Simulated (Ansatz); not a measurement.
C2H4BF (`FB1CC1`), charge 0, multiplicity 1.

Task: Give a relaxed structure at PBE0-D4/def2-TZVP (the Gaussian-basis code of Ansatz). (Estimate.)

Result: Computed: 
```xyz
8

F     1.312   -1.879    0.081
B     0.562   -0.805    0.035
C    -0.054    0.298   -0.793
C    -0.293    0.199    0.771
H     0.539    1.142   -1.136
H    -0.918    0.112   -1.424
H     0.154    0.981    1.377
H    -1.302   -0.048    1.089
```
Point group C2v.
